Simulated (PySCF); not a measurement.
**[B4]+, quartet: structure and spectrum**

Method: UPBE0/[B def2-TZVP], no relativity, density fitting, PySCF.

The structure is a minimum.

| Property | Result |
| --- | --- |
| Point group | D2h |
| Bond lengths | B–B 1.584 Å, B–B 1.618 Å (×4) |
| Bond angles | B–B–B 58.6° (×2), B–B–B 60.7° (×4), B–B–B 121.4° (×2) |
| Dipole moment about the centre of mass | 0.00 D |
| Principal polarisabilities | 36.7, 51.4, 67.3 bohr³ |
| Heat capacity Cp at 298.15 K | 53.4 J/(mol K) |
| Highest occupied level (α) | -13.69 eV |
| Rotational constants | 1.22, 0.3845, 0.2924 cm⁻¹ |
| Lowest empty level (β) | -11.41 eV |
| Zero-point energy | 26.8 kJ/mol |
| Principal quadrupole moments (Buckingham, traceless) about the centre of mass | -5.62, 1.32, 4.31 D Å |
| Entropy at 298.15 K and 1 bar (electronic part: spin only) | 266.9 J/(mol K) |
| Spin squared ⟨S²⟩ | 3.774 |
| Rotational symmetry number | 4 |
| Enthalpy at 298.15 K above 0 K | 12.79 kJ/mol |

Harmonic modes (masses in u: B 11.009):
```json
{"symmetry": "b3u", "ω (cm⁻¹)": "94", "IR (km/mol)": "6.1"}
{"symmetry": "b2u", "ω (cm⁻¹)": "629", "IR (km/mol)": "55.0"}
{"symmetry": "b1u", "ω (cm⁻¹)": "811", "IR (km/mol)": "6.4"}
{"symmetry": "ag", "ω (cm⁻¹)": "855", "IR (km/mol)": "0.0"}
{"symmetry": "b3g", "ω (cm⁻¹)": "953", "IR (km/mol)": "0.0"}
{"symmetry": "ag", "ω (cm⁻¹)": "1134", "IR (km/mol)": "0.0"}
```

In D2h the vibrations span b3u + b2u + b1u + 2ag + b3g. The ag, b3g modes carry no infrared intensity, as symmetry demands. With a centre of inversion only u modes can be infrared active and only g modes Raman active.

Charges (e):
```csv
atom,Mulliken,Löwdin,polar tensor,spin (Mulliken),Mayer order to B1
B1,0.21,0.15,0.38,0.35,–
B2,0.21,0.15,0.38,0.35,1.13
"B3,4",0.29,0.35,0.12,1.15,1.10
```
Other Mayer orders above 0.3: B–B 1.10 (×2).

Mulliken populations on B1: s 3.01, p 1.68, d 0.10, f 0.01.

Outer orbital energies (eV). α occupied: -26.85, -21.68, -17.38, -15.77, -15.48, -15.30, -13.69; empty: -10.54, -9.23, -6.59, -6.00. β occupied: -25.84, -19.91, -16.10, -15.20; empty: -11.41, -11.38, -8.73, -7.99.

Other isomers or separated fragments may lie lower.

The final relaxation and frequency run took 35 s on 4 threads of a shared Arm Neoverse V2 host, with 124 basis functions and 10 gradients; the process peaked at 1.3 GiB. Launch command: `OMP_NUM_THREADS=4 python axn.py task.json out`.
